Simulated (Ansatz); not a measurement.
GaHF2, singlet: a single point away from equilibrium.

The input file, in.yaml:

```yaml
crystal:
  periodic: [false, false, false]
  atoms:
    - {symbol: F, position_ang: [-1.049000, -0.466600, 1.236200]}
    - {symbol: Ga, position_ang: [0.007400, -0.003800, -0.058500]}
    - {symbol: F, position_ang: [1.691500, -0.328500, 0.137400]}
    - {symbol: H, position_ang: [-0.592700, 0.680400, -1.253300]}
basis:
  gaussian: {orbitals: def2-TZVPP}
correlation: {method: ccsd_t}
output: {forces: true}
```

Command:

```bash
ansatz run in.yaml --threads 4 --pin off --events-out ev --progress --plain --max-ram 5222MiB
```

The run's output (Ansatz 0.2.0):

```
Functional definition: HF
  name "HF"
  cite "Fock, Z. Phys. 61, 126 (1930) doi:10.1007/BF01340294"
  parent pbe
  exchange = exact_x
  correlation = 0
811 factors; integrals over basis functions are off by at most 1.0e-3 eV
mean field evaluation 1: about -57763.2541 eV, gradient 4.3e1 eV
mean field evaluation 2: about -57763.3180 eV, gradient 4.3e1 eV
mean field evaluation 4: about -57766.5389 eV, gradient 2.3e0 eV
mean field evaluation 8: about -57766.5742 eV, gradient 3.1e-1 eV
mean field evaluation 16: about -57765.1035 eV, gradient 3.4e1 eV
mean field -57766.57439217 eV, -2122.8824533219 hartree, gradient 3.7e-6 eV, S^2 0.000000; 0 other end points of the search recorded, 0 dependent functions left out
11 core orbitals not correlated: weight in the atoms' cores, before any rotation towards them, 1.000 or more for the frozen orbitals, at most 0.000 for the correlated occupied ones
reference -57766.57439217 eV, -2122.8824533219 hartree; 14, 14 occupied and 99, 99 virtual orbitals, 811 factors
second order -19.81770797 eV of doubles, -0.00000000 eV of singles
cycle   1  -19.08438433 eV  change    7.3e-1 eV  update   1.1e-1
cycle   2  -19.61366671 eV  change   -5.3e-1 eV  update   3.5e-2
cycle   3  -19.72208280 eV  change   -1.1e-1 eV  update   1.7e-2
cycle   4  -19.70641740 eV  change    1.6e-2 eV  update   4.4e-3
cycle   5  -19.70182761 eV  change    4.6e-3 eV  update   1.8e-3
cycle   6  -19.70319000 eV  change   -1.4e-3 eV  update   5.4e-4
cycle   7  -19.70320120 eV  change   -1.1e-5 eV  update   1.8e-4
cycle   8  -19.70307855 eV  change    1.2e-4 eV  update   5.7e-5
cycle   9  -19.70307893 eV  change   -3.7e-7 eV  update   2.0e-5
cycle  10  -19.70309277 eV  change   -1.4e-5 eV  update   7.0e-6
perturbative correction -0.61975130 eV, -0.0227754402 hartree
the calculation of the forces begins
Total energy: -57786.89723624 eV, -2123.6293040661 hartree
Atom 0 at    -1.049000    -0.466600     1.236200 Å, force     0.047027    -0.164473     0.280645 eV/Å
Atom 1 at     0.007400    -0.003800    -0.058500 Å, force    -0.207381     0.072786     0.048902 eV/Å
Atom 2 at     1.691500    -0.328500     0.137400 Å, force     0.285518    -0.139583     0.159826 eV/Å
Atom 3 at    -0.592700     0.680400    -1.253300 Å, force    -0.125163     0.231270    -0.489373 eV/Å
Dipole moment:    -0.125096     0.180364    -0.369587 e Å
```

The lines “mean field evaluation” count trial sets of orbitals through the whole run, from several starts and some on an approximate energy, so they need not fall steadily or lie above the final value.

Time: 23 s of wall clock on 4 CPU threads of an Intel Xeon 6975P-C; the host was shared. Peak host memory: 1 GiB.
